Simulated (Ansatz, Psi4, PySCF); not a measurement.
F₃Ga, charge +1, doublet, geometry from GFN2-xTB (such geometries of metal compounds can be far from the true shape) (a state made from the parent by changing its charge; the spin is typed, not shown lowest). Base run: B3LYP/STO-3G run with PySCF.

Here is a job for PySCF.
```python
from pyscf import gto, scf, dft

mol = gto.Mole()
mol.atom = '''
    Ga   -0.000030   -0.011980    0.005142
    F    -1.554950   -0.934156    0.039011
    F     0.004128    1.653790   -0.709779
    F     1.550925   -0.678370    0.653059
'''
mol.basis = 'sto-3g'
mol.charge = 1
mol.spin = 1
mol.verbose = 4
mol.build()

mf = dft.UKS(mol)
mf.xc = 'b3lyp'
mf.kernel()
```

The same geometry, method and basis name were run in Ansatz (an electronic-structure program) and Psi4 and PySCF, at each program's defaults and at the settings that a row names. The base is PySCF at its defaults. Differences at the defaults can come from grids, fitting, cores and function types together. The rows with settings made alike still differ; the cause (another SCF solution, basis table, core potential or functional code) wasn't traced.

| code and settings | ΔE vs base (mEh) | basis functions | E (Eh) | SCF cycles |
|---|---|---|---|---|
| PySCF, defaults (exact integrals, its default grid, spherical functions) | 0.000 | 33 | -2197.13570 | 24 |
| Psi4, defaults (density fitting with its default set, its default grid, spherical functions) | 19.280 | 33 | -2197.11642 | 71 |
| Ansatz, defaults (factorised integrals, its default grid, spherical functions) | -0.010 | 33 | -2197.13571 | - |
| PySCF, density fitting with def2-universal-jkfit | -2.573 | 33 | -2197.13827 | 24 |
| PySCF, fine grid | -0.013 | 33 | -2197.13571 | 14 |
| Psi4, exact integrals, spherical functions, fine grid | 21.882 | 33 | -2197.11381 | 69 |
| Ansatz, high accuracy | -0.011 | 33 | -2197.13571 | - |

Open shells are given as the SCF converged; they aren't shown to be the lowest states, and a large step between rows can be another state.
